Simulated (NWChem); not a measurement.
# C2H7NSi; SMILES C/C=N\[SiH3]

Computed with NWChem. Medium grid unless said otherwise, to which SCAN and Minnesota functionals are sensitive. All runs use the structure optimised with B3LYP/6-31G* (spherical d). Hybrids' shares of exact exchange are those that their runs print; pure functionals count as 0. The functionals differ in more than this share.

```csv
row,share of exact exchange,highest occupied level (eV)
PBE/def2-TZVP,0.00,-5.56
r2SCAN/def2-TZVP,0.00,-5.82
TPSSh/def2-TZVP,0.10,-6.19
B3LYP/def2-TZVP,0.20,-6.70
PBE0/def2-TZVP,0.25,-6.92
PW6B95/def2-TZVP,0.28,withheld
```

Fit a straight line of the last column on the one before it, predict the withheld value, and compare with the run.


1. Means of the 5 shown rows: x = 0.110, y = -6.238. Slope Σ(x − x̄)(y − ȳ)/Σ(x − x̄)² = -0.2581/0.05200 = -4.963; intercept -5.692.
2. The shown rows scatter about the line by 0.083 (root mean square); the largest residual is +0.13, at PBE/def2-TZVP.
3. At x = 0.28 (PW6B95/def2-TZVP; beyond the shown range) the line gives -7.08.
4. The run gives -7.04, +0.04 from the line, 0.5 times the scatter.
